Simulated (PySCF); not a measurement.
Two species compared at the same levels of theory.

First species: C4H9PSi2.
SMILES: `C#C[SiH2]/C=C\[SiH2]P`

Second species: C4H9PSi2.
SMILES with atom numbers: `[CH:1]#[C:2][C:3](=[CH2:4])[SiH2:5][SiH2:6][PH2:7]` (hydrogens: H8 on C1; H9, H10 on C4; H11, H12 on Si5; H13, H14 on Si6; H15, H16 on P7)

Levels: B3LYP/def2-SVPD for dipole moment, HOMO energy, LUMO energy, HOMO–LUMO gap, static isotropic polarisability and electronic spatial extent ⟨r²⟩ about the centre of nuclear charge; TDDFT B3LYP/def2-SVPD for lowest singlet excitation; TDA B3LYP/def2-SVPD for lowest triplet excitation (Tamm–Dancoff); GFN2-xTB for rotational constant A and rotational constant C. Geometries: GFN2-xTB. All species are isolated and taken at one optimised geometry, non-relativistic unless stated; the electronic structure was computed with PySCF and density fitting.

The conformers computed, where there is a choice (atom-mapped SMILES and torsion angles):
- `[CH:1]#[C:2][SiH2:3]/[CH:4]=[CH:5]\[SiH2:6][PH2:7]`: C2–Si3–C4–C5 66°, C4–C5–Si6–P7 -95°, H–P7–Si6–C5 -41°, H–P7–Si6–C5 52°
- `[CH:1]#[C:2][C:3](=[CH2:4])[SiH2:5][SiH2:6][PH2:7]`: C2–C3–Si5–Si6 60°, C3–Si5–Si6–P7 -126°, H–P7–Si6–Si5 47°, H–P7–Si6–Si5 -46°

Q: Which has the higher ⟨r²⟩?

A: The second: 1851 bohr² against 1633 bohr², a difference of 218 bohr².

Q: Which of the two has the higher static isotropic polarisability, and by how much?

A: The second: 134.9 au against 126.2 au, a difference of 8.7 au.

Q: Which of the two has the higher rotational constant A, and by how much?

A: The second: 2.395 GHz against 1.791 GHz, a difference of 0.604 GHz.

Q: Which has the higher T1 energy?

A: The first: 3.84 eV against 3.39 eV, a difference of 0.45 eV.

Q: Which has the higher rotational constant C?

A: The first: 0.705 GHz against 0.612 GHz, a difference of 0.093 GHz.

Q: Which has the higher dipole moment?

A: The first: 1.09 D against 1.04 D, a difference of 0.05 D.

On the first: S1 lies 0.63 eV below the HOMO–LUMO gap; its leading configuration is HOMO→LUMO, weight 0.91. The dipole matches unit charges of opposite sign 0.23 Å apart (1 e·Å = 4.8032 D).

On the second: In atomic units the dipole is 0.41 e·bohr (1 au = 2.5417 D). S1 lies 0.62 eV below the HOMO–LUMO gap; its leading configuration is HOMO→LUMO, weight 0.43, beside HOMO−2→LUMO, weight 0.33.
